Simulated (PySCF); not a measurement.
CH6FNOSi, SMILES CO[SiH](N)F.

The structure is a stationary point at B3LYP-D3(BJ)/def2-SVP. The structure was generated by enumeration, and PubChem lists no compound with its InChIKey, so it may never have been made. The values are those of a single conformer.

The numbers are results of B3LYP-D3(BJ)/def2-SVP (PySCF), not measurements.

Frequencies are harmonic and unscaled.

Task: Estimate the vibrational spectrum. (Estimate from the structure and the level; the computed values follow.)

Result: 
```tsv
mode	ν (cm⁻¹)	IR (km/mol)	Raman (Å⁴/amu)	depolarisation	moving atoms (share of kinetic energy)
1	76	3.4	0.2	0.62	H 48 %, O 29 %, C 12 %
2	83	2.1	0.1	0.75	H 73 %, C 9 %
3	148	9.1	1.2	0.74	H 36 %, F 22 %, C 21 %, N 13 %
4	207	10.3	0.8	0.65	H 60 %, C 15 %, O 13 %
5	248	115.3	2.3	0.74	H 74 %, F 13 %
6	313	88.4	0.8	0.26	N 41 %, H 29 %, F 16 %
7	356	25.8	2.0	0.73	H 33 %, Si 26 %, N 16 %, F 10 %, O 9 %
8	394	22.3	0.4	0.75	O 36 %, F 21 %, Si 19 %, H 14 %
9	706	11.7	5.0	0.22	H 54 %, N 18 %, O 10 %
10	755	44.2	12.7	0.35	H 48 %, O 25 %, Si 15 %, C 9 %
11	827	51.2	3.7	0.42	F 38 %, H 32 %, Si 20 %, N 10 %
12	895	14.3	8.3	0.66	H 69 %, N 22 %
13	914	261.4	3.0	0.58	H 47 %, Si 35 %, F 9 %
14	970	254.7	1.5	0.39	Si 44 %, H 29 %, N 20 %
15	1157	211.6	2.7	0.68	O 37 %, C 31 %, H 30 %
16	1179	3.3	2.6	0.75	H 76 %, C 18 %
17	1216	143.5	1.8	0.55	H 47 %, O 28 %, C 23 %
18	1473	3.0	15.4	0.75	H 94 %
19	1479	8.6	14.3	0.72	H 92 %
20	1480	2.9	15.9	0.73	H 95 %
21	1527	72.6	4.7	0.75	H 88 %, N 12 %
22	2282	140.8	101.9	0.19	H 97 %
23	2999	69.6	138.9	0.02	H 97 %
24	3074	36.3	71.1	0.71	H 90 %, C 10 %
25	3107	29.7	94.4	0.63	H 90 %, C 10 %
26	3592	41.3	125.0	0.12	H 96 %
27	3691	43.3	76.4	0.74	H 91 %, N 9 %
```
